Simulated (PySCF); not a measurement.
# How methods differ on the ionisation energy of Ag(2+)

Ag(2+) [Kr] 4d9 (2D) → Ag(3+) [Kr] 4d8 (3F), as a difference of total energies. Computed with PySCF 2.14 in aug-cc-pVTZ-PP with ECP28MDF (6s6p5d3f2g, 88 functions), with scalar relativity through the core potential. Correlated levels: valence: 4s2 4p6 frozen. The calculations carry no spin-orbit coupling.

```csv
method,ionisation energy (eV)
UHF,32.889
MP2 (valence),34.835
SCS-MP2 (valence),34.704
CCSD (valence),34.563
CCSD(T) (valence),34.654
```

Q: How much does correlation contribute at CCSD(T) (valence)?

A: 34.654 − (32.889) = 1.765 eV, measured against UHF.

The reference lies between the lowest fine-structure levels, while these numbers refer to the centres of the terms.

Errors of the correlated levels include the incompleteness of this basis and the frozen core.

For comparison: 34.8 ± 0.3 eV (semi-empirical (NIST evaluation); NIST Atomic Spectra Database, ionization energies).
